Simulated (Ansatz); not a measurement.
**Molecular dynamics of HC16, charge +1**

Input:

```yaml
accuracy: low
crystal:
  lattice:
    - [0.0, 3.57, 3.57]
    - [3.57, 0.0, 3.57]
    - [3.57, 3.57, 0.0]
  atoms:
    - { symbol: C, position: [-0.00513787, 0.01288538, -0.00844909] }
    - { symbol: C, position: [0.11861204, 0.13611679, 0.11860529] }
    - { symbol: C, position: [-0.00395888, 0.00996254, 0.49170399] }
    - { symbol: C, position: [0.12475648, 0.13081996, 0.61591054] }
    - { symbol: C, position: [-0.01624791, 0.51074571, -0.00687348] }
    - { symbol: C, position: [0.09098706, 0.64711563, 0.12781486] }
    - { symbol: C, position: [0.00351312, 0.50438925, 0.49148278] }
    - { symbol: C, position: [0.12057162, 0.6364412, 0.61516637] }
    - { symbol: C, position: [0.49330412, 0.01439096, -0.01014017] }
    - { symbol: C, position: [0.62336133, 0.13225352, 0.11762404] }
    - { symbol: C, position: [0.49948728, 0.0091039, 0.49163914] }
    - { symbol: C, position: [0.62202357, 0.13531562, 0.6160155] }
    - { symbol: C, position: [0.52711313, 0.4980419, -0.01574913] }
    - { symbol: C, position: [0.61448606, 0.64082159, 0.11779354] }
    - { symbol: C, position: [0.49740551, 0.50888064, 0.49056017] }
    - { symbol: C, position: [0.63423969, 0.63452713, 0.60604066] }
    - { symbol: H, position: [0.30903415, 0.57166397, 0.90608209] }
total_charge: 1
basis:
  ecutwfc: 420.0
kpoints:
  mp_grid: { grid: [2, 2, 2] }
hamiltonian:
  xc: pbe
  dispersion: d3bj
scf:
  occupations: { method: fermi_dirac, width: 0.05 }
  lower_state_search: "off"
md:
  timestep: 0.5
  n_steps: 300
  ensemble: nvt_nose_hoover
  temperature: 1200.0
  initial_velocities: maxwell_boltzmann
  seed: 785427
  nose_hoover: { tau: 50.0, chain_length: 3 }
```

Run as:

```bash
$ ansatz run input.yaml --threads 1 --pin off --max-ram 3072MiB --backend cpu --events-out ev --progress --plain --runs-dir out
```

It starts from a relaxed structure.

Output, in part (step lines):

```
md step     0: t =     0.00 fs  T =  1200.0 K  F+E_penalty+E_count = -4040.96917118 eV  E_kin = 2.481792 eV  conserved = -4038.48737920 eV  (8 SCF iters)
[... lines left out ...]
```

The steps, from the saved trajectory:

```tsv
time (fs)	T (K)	potential energy less start (eV)	conserved less start (meV/atom)
0.0	1200	0.000	0.00
5.0	474	1.508	0.26
10.0	445	1.574	0.20
15.0	768	0.939	0.07
20.0	298	1.951	0.28
25.0	796	0.965	0.14
30.0	985	0.690	0.08
35.0	374	2.032	0.33
40.0	932	0.958	0.08
45.0	660	1.646	0.21
50.0	411	2.218	0.29
55.0	994	1.102	0.11
60.0	752	1.709	0.29
65.0	985	1.301	0.21
70.0	1082	1.190	0.13
75.0	347	2.765	0.38
80.0	832	1.798	0.19
85.0	997	1.542	0.18
90.0	753	2.112	0.34
95.0	1281	1.103	0.15
100.0	879	2.023	0.29
105.0	638	2.577	0.39
110.0	1260	1.370	-0.07
115.0	928	2.152	0.15
120.0	890	2.305	0.32
125.0	1304	1.555	0.20
130.0	974	2.342	0.39
135.0	1205	1.954	0.22
140.0	905	2.673	0.36
145.0	812	2.936	0.37
150.0	1237	2.152	0.33
```

All steps were run. The conserved energy stayed within 0.44 meV per atom of its start (net change 0.33 meV per atom), so the integration is sound. The mean temperature of the second half is 21 % below the set value. A run of 0.15 ps of so small a system gives no equilibrium averages. Limits of this set-up: coarse k mesh, low accuracy level, charged cell in a uniform background, uncorrected.

Mean squared displacements from the first frame to the last, about the centre of mass: C 0.02 Å², H 4.03 Å².

Last frame:

```xyz
17
Lattice="0.0000 3.5700 3.5700 3.5700 0.0000 3.5700 3.5700 3.5700 0.0000" Properties=species:S:1:pos:R:3
C 0.009 -0.193 0.217
C 0.858 0.856 0.892
C 1.839 1.713 -0.036
C 2.630 2.632 1.004
C 1.781 -0.067 1.796
C 2.670 1.002 2.618
C 3.631 1.843 1.795
C 4.491 2.665 2.726
C -0.034 1.719 1.791
C 0.925 2.508 2.793
C 1.728 3.570 1.855
C 2.650 4.363 2.614
C 1.835 1.723 3.564
C 2.728 2.686 4.431
C 3.533 3.567 3.572
C 4.354 4.484 4.488
H 7.030 3.495 2.653
```

Run time: 4.9 min on 1 thread of Arm Neoverse V2 (shared host), peak memory 0.34 GiB.
